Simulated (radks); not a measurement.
Charge is removed step by step from the 3d (averaged over the sub-levels emptied) level of neutral krypton, starting from [Kr]. All-electron calculation, Dirac Kohn-Sham, BLYP, spin-unpolarised, spherical densities, point nucleus. Program: a radial shooting solver on a logarithmic mesh with Libxc functionals.

removed (e)  E - E(0) (eV)  eigenvalue (eV)  E minus straight line (eV)
0                    0.000          -81.255                       0.000
0.25                21.068          -87.324                      -2.368
0.5                 43.680          -93.608                      -3.192
0.75                67.889          -100.10                      -2.419
1                   93.743          -106.77                       0.000

Removing the whole electron costs 93.743 eV by Delta-SCF, against 81.255 eV from minus the eigenvalue at the starting occupation. Slater's transition state (half an electron removed) gives 93.608 eV. Integrating minus the eigenvalue over the occupation (Janak's theorem) gives 93.744 eV. The mean slope of the eigenvalue, de/dn, is 25.5 eV per electron.
